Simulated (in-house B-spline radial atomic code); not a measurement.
A fraction x of an electron is moved 3s → 3p in the chlorine ion Cl⁺, starting from [Ne] 3s2 3p4 and keeping the highest spin. Computed with a B-spline radial code for spherical atoms: non-relativistic revTPSS, spin-polarised, spherical fractional occupations, point nucleus.

```tsv
x	E(x) - E(0) (eV)	3s down level (eV)	3p down level (eV)
0	0.0000	-30.888	-18.145
0.125	1.5918	-30.933	-18.208
0.25	3.1813	-30.977	-18.270
0.375	4.7685	-31.020	-18.332
0.5	6.3535	-31.063	-18.392
0.625	?	?	?
0.75	?	?	?
0.875	11.0948	-31.188	-18.571
1	12.6708	-	-18.629
```

Question: What belongs in the row x = 0.625?

Answer: An energy change of 7.9362 eV; 3s down at -31.105 eV, 3p down at -18.453 eV.

Question: What belongs in the row x = 0.75?

Answer: An energy change of 9.5166 eV; 3s down at -31.147 eV, 3p down at -18.512 eV.

Question: Check Janak's theorem between x = 0.125 and 0.25.

Answer: The slope of the energy is 12.72 eV; the orbital levels give 12.72 eV (ε of the receiving orbital less ε of the emptying one, averaged over the two points).
